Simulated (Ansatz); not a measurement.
Relaxation of CH8O2Si3 (14 atoms, charge 0, multiplicity 1), to a largest force component of 0.015 eV/Å in at most 40 steps.

All numbers below come from RKS PBE-D4/STO-3G in Ansatz 0.2.0.

```xyz
14
Properties=species:S:1:pos:R:3
C -2.181 1.447 -0.046
O -1.095 1.109 0.700
Si 0.175 0.462 -0.108
O -0.155 -0.912 -0.920
Si 1.222 -1.735 -0.737
Si 1.615 -0.672 1.263
H -2.662 0.627 -0.544
H -2.929 1.937 0.621
H -1.972 2.274 -0.759
H 0.839 1.453 -0.981
H 0.991 -3.192 -0.586
H 2.195 -1.369 -1.787
H 0.975 -1.331 2.448
H 2.969 -0.129 1.465
```

Q: Where does it end, and by what steps?

A: The forces met the threshold. Limits of this set-up: minimal basis. After 14 steps the energy has fallen by 1.435 eV; H12 moved furthest, 0.91 Å.

```csv
step,energy less start (eV),largest force component (eV/Å),accepted
0,0.0000,4.382,yes
1,-0.9918,2.176,yes
2,-1.2902,0.675,yes
3,-1.3540,0.495,yes
4,-1.3907,0.292,yes
5,-1.4102,0.097,yes
6,-1.4005,0.558,no
7,-1.4152,0.170,yes
8,-1.4235,0.178,yes
9,-1.4278,0.145,yes
10,-1.4323,0.069,yes
11,-1.4341,0.037,yes
12,-1.4344,0.036,yes
13,-1.4347,0.035,yes
14,-1.4349,0.006,yes
```

```xyz
14
Properties=species:S:1:pos:R:3
C -2.252 1.396 -0.063
O -1.283 0.658 0.758
Si 0.263 0.621 -0.048
O 0.276 -0.540 -1.362
Si 1.220 -1.853 -0.661
Si 1.746 -0.605 1.157
H -2.530 0.866 -1.010
H -3.183 1.508 0.540
H -1.910 2.425 -0.351
H 0.509 1.960 -0.612
H 0.398 -3.046 -0.430
H 2.273 -2.256 -1.595
H 1.352 -1.071 2.483
H 3.109 -0.092 1.223
```

Run time: 61 s on 1 thread of Arm Neoverse V1, on a shared host, peak memory 0.14 GiB.
